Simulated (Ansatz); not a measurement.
A made-up structure of CH3Te (charge +1), closed shell:

```xyz
5
angstrom
C -0.2926 -0.6542 0.1952
Te 1.4126 0.6801 0.0227
H -1.4098 -0.3305 -0.1582
H -0.1301 -1.7664 0.6613
H 0.4197 2.0710 -0.7209
```

It is relaxed with PBE-D4/def2-SVP and then PBE0-D4/def2-TZVP (Ansatz 0.2.0). Atoms count as bonded within 1.22 times the sum of their covalent radii (H–H: 0.88 Å). The end point is not checked to be a true minimum.

Problem. Does its bonding change? (Judge from chemistry; the calculation decides.)

Solution. By the calculation: No: no bond forms or breaks.

Where it ends: The first stage lowers the energy by 0.87 eV in 5 steps. It ends as CH₃Te ([CH2][TeH]), total charge +1:
```
5
angstrom
C -0.2610 -0.5842 0.1743
Te 1.2612 0.6076 0.0202
H -1.2585 -0.2952 -0.1411
H -0.1159 -1.5772 0.5904
H 0.3742 1.8491 -0.6438
```

Labels in which every atom is bracketed show which atoms are joined, not bond orders.

For scale, one of the runs: PBE0-D4/def2-TZVP relaxation, 99 basis functions, launched by `ansatz run in.yaml --threads 2 --pin off --events-out ev --progress --plain --max-ram 4352MiB`. The run took about 6 s on 2 CPU threads of an Arm Neoverse V2 (shared host).
